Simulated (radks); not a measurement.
The numbers below are computed, except where a source is named.
Q: Neutral tantalum is in [Xe] 4f14 5d3 6s2. Level of theory: scalar-relativistic Kohn-Sham, BLYP, spin-polarised, spherical densities, finite nucleus; Fermi nuclear charge, rms radius of each element as measured or else 0.836 A^(1/3) + 0.57 fm (a radial shooting solver on a logarithmic mesh with Libxc functionals). Open shells are filled with parallel spins first. One electron is removed from 5d, 6s, 4f, 5p in turn, with full relaxation. Which removal costs least, and what does each cost?

A: 6s 7.615 eV; 5d 8.047 eV; 4f 32.895 eV; 5p 43.556 eV. The 6s electron leaves first.
